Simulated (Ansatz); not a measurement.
Reaction (formal exchange of groups at the Si–C bond): `[SiH3]C1=CO[SiH2]1` + `[CH2]1[AlH][SiH2]1` → `[SiH3][Al]1[CH2][SiH2]1` + `C1=C[SiH2]O1`

Computed with Ansatz on PBE0-D4/def2-TZVP structures; ΔE is electronic, products minus reactants. CCSD(T)/CBS is the MP2 limit (def2-TZVPP, def2-QZVPP) plus CCSD(T) − MP2 in def2-TZVPP, frozen cores. DFT in def2-TZVPP.

```tsv
species	r2SCAN-D4 energy (Eh)
`[SiH3]C1=CO[SiH2]1`	-733.96037
`[CH2]1[AlH][SiH2]1`	-572.92252
`[SiH3][Al]1[CH2][SiH2]1`	-863.60712
`C1=C[SiH2]O1`	-443.27506
```

Problem. Work out ΔE.

Solution. ΔE = (-863.60712) + (-443.27506) − (-733.96037) − (-572.92252) = 0.00071 Eh = +1.9 kJ/mol. CCSD(T)/CBS gives +5.8 kJ/mol.

Largest T1 diagnostic among the species: 0.014.

The D4 term adds +5.0 kJ/mol with B3LYP and +2.6 kJ/mol with PBE0; it sums over pairs of atoms, weighted by their polarisabilities, and B3LYP, whose exchange is more repulsive, gets the larger term. From PBE to PBE0 (25 % exact exchange), in def2-TZVPP and without D4, ΔE moves by +3.9 kJ/mol.

B3LYP here is the variant with VWN-RPA as its local correlation; programs differ in this.
